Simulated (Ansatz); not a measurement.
Mulliken charges of CH3ClO3W (`C[O][W](=[O])(=[O])[Cl]`) from r2SCAN/def2-TZVPP in Ansatz (PBE0-D4/def2-TZVP geometry).

```tsv
atom	x (Å)	y (Å)	z (Å)	charge (e)
C1	0.132	-1.238	1.064	0.018
O2	-0.242	-0.006	0.496	-0.401
W3	-0.110	1.110	-0.964	1.195
O4	-0.641	0.283	-2.352	-0.400
O5	1.524	1.506	-1.224	-0.400
Cl6	-1.332	3.003	-0.671	-0.253
H7	-0.342	-1.319	2.043	0.078
H8	-0.205	-2.059	0.428	0.081
H9	1.217	-1.280	1.180	0.081
```

Question: By hand: the dipole of these point charges (1 e Å = 4.8032 D).

Answer: Σ q r = (0.007, -0.542, 0.558) e Å, of length 0.778 e Å = 3.74 D.

Question: How does the dipole of the full density compare? (An estimate is asked.)

Answer: The calculation gave: (-0.116, -0.445, 0.689) e Å, 3.98 D; the point charges give 0.94 times that, at 14° from its direction.

Point charges leave out the atoms' own dipoles, such as those of lone pairs, and Mulliken's split depends on the basis, so the close match here is no proof of good charges.
